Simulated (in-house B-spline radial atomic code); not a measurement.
# Binding energies in the gadolinium ion Gd⁶⁺

NIST's tabulated ground configuration is [Kr] 4d10 4f6 5s2 5p4; each binding energy is the energy of the ion with one electron taken from that subshell, relaxed, less that of the parent. Level of theory: Dirac-Hartree-Fock, average of configuration, Fermi nucleus of rms radius 5.1569 fm; calculated with a radial B-spline atomic code at the basis-set limit. Energies include first-order Breit, QED and recoil terms.

```csv
subshell,X-ray name,binding energy (eV),-ε (eV),relaxation (eV)
2s,L1,8480.5,8546.4,41.0
3s,M1,1985.8,2010.4,19.9
3d3/2,M4,1316.7,1340.0,21.8
3d5/2,M5,1286.3,1308.6,21.4
4s,N1,486,493.6,6.7
4d3/2,N4,248,253.6,5.5
4d5/2,N5,242.2,247.5,5.3
5s,O1,130.5,131.4,0.7
5p,"O2,3",103.2,103.8,0.5
4f,"N6,7",95.76,99.54,3.92
```

Relaxation = -ε minus the binding energy without Breit, QED and recoil terms.

(1) What does it cost to remove both a 4d5/2 and a 4f electron?

(2) What does it cost to remove both a 2s and a 5p electron?

Results:

(1) 363.77 eV, which is 25.81 eV more than the two single binding energies together.

(2) 8603.2 eV, which is 19.54 eV more than the two single binding energies together.
